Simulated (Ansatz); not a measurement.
Cost and result for the atomization energy of CClFI (`F[C](Cl)I`) radical (4 atoms, 3 bonds).

The species carries charge 0 and has multiplicity 2. Correlated methods include outer-core shells of I, which these sets cover unevenly. I takes the def2 core potential. The structure was optimised at the PBE0-D4/def2-TZVP level. Program: Ansatz. All runs use 4 threads of an Intel Xeon on a shared host. Times are those of one run each, without the atoms' runs, and a repeat can differ threefold. Electronic energies, without spin–orbit coupling; frozen cores. CCSD(T)/CBS adds CCSD(T) − MP2 in def2-TZVPP to the MP2 limit, and its time is that of the two runs behind it. T1 = 0.015; ⟨S²⟩ of the reference is 0.77. With those shells the extrapolation isn't a true limit.

CCSD(T)/CBS is a level of theory with its own doubt, some kJ/mol a heavy atom from the limit and from the frozen cores, so smaller differences don't rank the functionals.

```
                           level  functions  wall time  atomization (kcal/mol)  difference from CCSD(T)/CBS  per bond
            revPBE-D4/def2-TZVPP        154      1.8 s                   264.1                         12.5       4.2
              BLYP-D4/def2-TZVPP        154      1.9 s                   258.0                          6.4       2.1
         CAM-B3LYP-D4/def2-TZVPP        154      2.5 s                   250.0                         -1.6      -0.5
             PBE-QIDH/def2-TZVPP        154      3.1 s                   252.0                          0.4       0.1
               B2PLYP/def2-TZVPP        154      3.1 s                   246.6                         -5.0      -1.7
           r2SCANh-D4/def2-TZVPP        154      3.2 s                   255.4                          3.8       1.3
              RPA@PBE/def2-TZVPP        154      3.2 s                   211.6                        -40.0     -13.3
                CCSD(T)/def2-SVP         72      4.1 s                   224.6                        -27.0      -9.0
              ωB97X-V/def2-TZVPP        154      4.5 s                   252.6                          1.0       0.4
ωB97M-V/def2-TZVPP (with forces)        154      6.5 s                   250.7                         -0.9      -0.3
                  MP2/def2-QZVPP        266       11 s                   263.7                         12.1       4.0
              CCSD(T)/def2-TZVPP        154       76 s                   239.0                        -12.6      -4.2
               CCSD(T)/CBS(def2)          –       87 s                   251.6                          0.0       0.0
```

Leaving LDA and LC-ωPBE aside and taking each functional with its dispersion term where it has one, the values, not all of them listed here, spread over 48.1 kcal/mol, from BHLYP-D4 to PBE-D4. LDA lies +53.8 kcal/mol from PBE without D4, its usual overbinding. From r2SCAN to r2SCAN0 (25 % exact exchange), in def2-TZVPP and without D4, the atomization energy moves by −13.6 kcal/mol: exact exchange takes away binding that semilocal exchange gives to molecules. The D4 term adds +4.5 kcal/mol with B3LYP and +2.3 kcal/mol with PBE0; it sums over pairs of atoms, weighted by their polarisabilities, and B3LYP, whose exchange is more repulsive, gets the larger term.

B3LYP here is the variant with VWN-RPA as its local correlation; programs differ in this.

Spin–orbit coupling would lower the free I atoms strongly, and the atomization energy with them, by more than many differences here.
